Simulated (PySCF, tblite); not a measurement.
Species: C5H14OSSi2.
SMILES with atom numbers: `[CH3:1][Si:2]1([CH3:3])[CH2:4][C@@H:5]([S:6][SiH3:7])[CH2:8][O:9]1` (hydrogens: H10, H11, H12 on C1; H13, H14, H15 on C3; H16, H17 on C4; H18 on C5; H19, H20, H21 on Si7; H22, H23 on C8)

Structure used (GFN2-xTB), in Å, numbered top down from 1:
```
atom  x, y, z in Å
C1    -2.9079   -1.0049    0.8680
Si2   -1.5725    0.0934    0.0823
C3    -2.2678    1.7766   -0.4602
C4     0.0447    0.1988    1.0981
C5     1.0808   -0.0015    0.0052
S6     2.6673   -0.6329    0.6700
Si7    4.0373   -0.0811   -0.8749
C8     0.4844   -0.9765   -1.0090
O9    -0.8648   -0.6564   -1.2082
H10   -2.5025   -1.9358    1.2531
H11   -3.4021   -0.4917    1.6855
H12   -3.6646   -1.2542    0.1314
H13   -2.8359    2.2352    0.3415
H14   -2.9364    1.6531   -1.3059
H15   -1.4870    2.4706   -0.7571
H16    0.2226    1.1243    1.6381
H17    0.1151   -0.6172    1.8166
H18    1.2848    0.9511   -0.4897
H19    5.3337   -0.3834   -0.2993
H20    3.8433    1.3408   -1.1397
H21    3.7619   -0.8578   -2.0791
H22    0.5647   -1.9994   -0.6238
H23    0.9963   -0.9240   -1.9739
```

Computed with PBE0/pcSseg-1 in PySCF (dipole) on a GFN2-xTB geometry, gas phase.

Take the most abundant isotopes and a rigid rotor. The values belong to one conformer with, in the numbering `[CH3:1][Si:2]1([CH3:3])[CH2:4][C@@H:5]([S:6][SiH3:7])[CH2:8][O:9]1`, C4–C5–S6–Si7 -159°, C1–Si2–C4–C5 134°, Si2–C4–C5–S6 -157°, C4–C5–C8–O9 41°, C5–C8–O9–Si2 -27°.

(1) What are A, B and C (MHz)?

(2) What kind of rotor is it?

(3) What does the inertial defect say?

(4) Give the other two planar moments, Paa and Pbb, and the rms extents of the mass along the axes.

(5) Where do the levels up to J = 3 lie, in K?

(6) Which types of transition are allowed, and where do some lines up to J = 5 fall?

(7) Estimate the classical rotational partition function at 100 K, 298.15 K and 500 K.

## Answers

(1) Ia = 217.01, Ib = 1105.11, Ic = 1137.22 u·Å²; 505379 MHz·u·Å²/I gives A = 2329, B = 457.3, C = 444.4 MHz.

(2) A near-prolate asymmetric top. Ray's parameter κ = (2B − A − C)/(A − C) = -0.986; −1 is the prolate and +1 the oblate limit.

(3) Not planar: Δ = Ic − Ia − Ib = -184.90 u·Å². For a rigid frame Δ = −2 Σ m c², so Σ m c² = 92.45 u·Å² lies off the ab plane: 22.95 from hydrogen and 69.49 from heavier atoms. The atom farthest from that plane is 1.99 Å away.

(4) Paa = Σ m a² = (Ib + Ic − Ia)/2 = 1012.66 and Pbb = Σ m b² = (Ia + Ic − Ib)/2 = 124.56 u·Å². With the mass M = 178.03 u, the rms extents √(P/M) along a, b and c are 2.38, 0.84, 0.72 Å.

(5) Above 0(0,0), as E/k:
J = 1: 1(0,1) 0.043, 1(1,1) 0.133, 1(1,0) 0.134
J = 2: 2(0,2) 0.130, 2(1,2) 0.219, 2(1,1) 0.221, 2(2,1) 0.490, 2(2,0) 0.490
J = 3: 3(0,3) 0.260, 3(1,3) 0.348, 3(1,2) 0.352, 3(2,2) 0.620, 3(2,1) 0.620, 3(3,1) 1.071, 3(3,0) 1.071
Those of J = 1 are B + C, A + C and A + B.

(6) The dipole components are |μa| = 0.56 D, |μb| = 0.73 D, |μc| = 0.83 D. Intensities carry the squares of the components, which stand as 0.46 : 0.77 : 1.00 (a : b : c). Some lines, for components of 0.1 D or more:

| type | branch | J(Ka,Kc) | MHz | lower level (cm⁻¹) |
| --- | --- | --- | --- | --- |
| c | Q | 5(1,5) ← 5(0,5) | 1783 | 0.451 |
| a | R | 2(1,1) ← 1(1,0) | 1816 | 0.093 |
| b | Q | 4(1,3) ← 4(0,4) | 1943 | 0.301 |
| a | R | 3(2,1) ← 2(2,0) | 2705 | 0.341 |
| a | R | 4(0,4) ← 3(0,3) | 3606 | 0.180 |
| c | R | 2(1,1) ← 1(0,1) | 3701 | 0.030 |
| a | R | 5(1,5) ← 4(1,4) | 4476 | 0.361 |
| a | R | 5(2,4) ← 4(2,3) | 4508 | 0.551 |
| a | R | 5(3,2) ← 4(3,1) | 4509 | 0.865 |
| a | R | 5(1,4) ← 4(1,3) | 4541 | 0.366 |
| b | R | 3(1,3) ← 2(0,2) | 4544 | 0.090 |
| b | R | 4(1,4) ← 3(0,3) | 5420 | 0.180 |
| c | Q | 4(2,3) ← 4(1,3) | 5569 | 0.366 |
| b | Q | 4(2,3) ← 4(1,4) | 5699 | 0.361 |
| c | R | 5(1,4) ← 4(0,4) | 6484 | 0.301 |
| b | Q | 3(3,1) ← 3(2,2) | 9390 | 0.431 |
| b | Q | 5(3,3) ← 5(2,4) | 9390 | 0.702 |
| c | R | 3(3,1) ← 2(2,1) | 12095 | 0.341 |
| b | R | 3(3,0) ← 2(2,1) | 12095 | 0.341 |
| c | R | 5(4,2) ← 4(3,2) | 17654 | 0.865 |
| c | R | 5(5,0) ← 4(4,0) | 21410 | 1.303 |

(7) Point group C1, symmetry number σ = 1; q = (√π/σ)·√((kT/h)³/(ABC)), k/h = 20836.6 MHz/K: 245000 at 100 K, 1260000 at 298.15 K, 2740000 at 500 K.

Its lowest GFN2-xTB frequency is 13 cm⁻¹, too small to tell a flat minimum from a shallow saddle. Constants of a rigid frame at the computed geometry: no zero-point averaging, no centrifugal distortion. A rigid rotor knows nothing of internal rotation, which can split or shift real lines.
